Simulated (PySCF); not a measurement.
Compound: 1,3-propanesultone, C3H6O3S.
SMILES with atom numbers: `[O:1]=[S:2]1(=[O:3])[CH2:4][CH2:5][CH2:6][O:7]1` (hydrogens: H8, H9 on C4; H10, H11 on C5; H12, H13 on C6)

A GFN2-xTB structure was refined with PBE0-D3(BJ)/def2-SVP geometry optimisation, gas phase (PySCF). Its GFN2-xTB values:

```
 coordinate  GFN2-xTB
      O1=S2   1.423 Å
      S2=O3   1.428 Å
      S2–C4   1.831 Å
      S2–O7   1.622 Å
      C4–C5   1.516 Å
      C4–H8   1.085 Å
      C5–C6   1.535 Å
     C5–H10   1.089 Å
      C6–O7   1.407 Å
     C6–H12   1.097 Å
   O1–S2–O3    118.3°
   O1–S2–O7    108.7°
   S2–C4–C5    103.3°
   S2–O7–C6    106.6°
   O3–S2–O7    109.5°
   C4–S2–O7     96.2°
   C4–C5–C6    105.1°
   C5–C6–O7    106.7°
O1–S2–C4–C5      118°
O1–S2–O7–C6     -148°
C4–C5–C6–O7      -45°
C5–C6–O7–S2       49°
```

Q: How do these coordinates change at the PBE0-D3(BJ)/def2-SVP level?

A: 
```csv
coordinate,PBE0-D3(BJ)/def2-SVP (Å or °),change
S2=O3,1.449,+0.021
O1=S2,1.443,+0.020
S2–O7,1.642,+0.020
C4–H8,1.098,+0.013
S2–C4,1.818,-0.013
C6–O7,1.419,+0.012
C5–H10,1.099,+0.010
C4–C5,1.524,+0.008
C6–H12,1.105,+0.008
C5–C6,1.529,-0.006
O1–S2–O3,121.7,+3.4
S2–O7–C6,109.0,+2.4
O1–S2–O7,106.9,-1.8
S2–C4–C5,104.8,+1.5
C4–S2–O7,94.8,-1.4
C5–C6–O7,105.7,-1.0
O3–S2–O7,108.5,-1.0
C4–C5–C6,105.9,+0.8
O1–S2–C4–C5,114,-4
O1–S2–O7–C6,-145,+3
C5–C6–O7–S2,47,-2
C4–C5–C6–O7,-43,+2
```

The energy falls by 9.9 kJ/mol over 8 energy and gradient evaluations, the largest force component goes from 0.0316 to 2.6e-04 Eh/bohr, and the atoms move by 0.044 Å rms after alignment. Among the bonds, O1=S2, S2=O3 and S2–O7 change most and about equally (+0.020 to +0.021 Å). Bonds longer at the end by more than 0.005 Å: 11 of 13; shorter: 2. Rotational constants go from 4055, 2189, 2035 to 3973, 2138, 2016 MHz.

The run used 132 basis functions and 56 SCF cycles in all.

Not checked by PBE0-D3(BJ)/def2-SVP frequencies. The numbers are those of one conformer.
